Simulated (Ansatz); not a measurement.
Ansatz results at the PBE0-D4/def2-TZVP geometry: HOMO–LUMO gap (B3LYP/def2-TZVPP) 5.78 eV; HOMO–LUMO gap (ωB97M-V/def2-TZVPP) 10.21 eV; size of the dipole moment (PBE/def2-TZVPP) 0.84 D.

Each molecule was computed in one conformer, which needn't be the lowest.

Problem. Which molecule gave them?
A. `C[NH][GaH][CH3]`
B. `CC(C)[O][Ga]([SH])[CH](C)C`
C. `[F][GaH][Cl]`
D. `C[CH2][Ga]([O]C)[N](C)C`

Solution. A. The others give `CC(C)[O][Ga]([SH])[CH](C)C`: 6.36, 10.74, 2.99; `[F][GaH][Cl]`: 7.23, 11.81, 1.98; `C[CH2][Ga]([O]C)[N](C)C`: 5.88, 10.22, 1.27.

B3LYP here is the variant with VWN-RPA as its local correlation; programs differ in this.
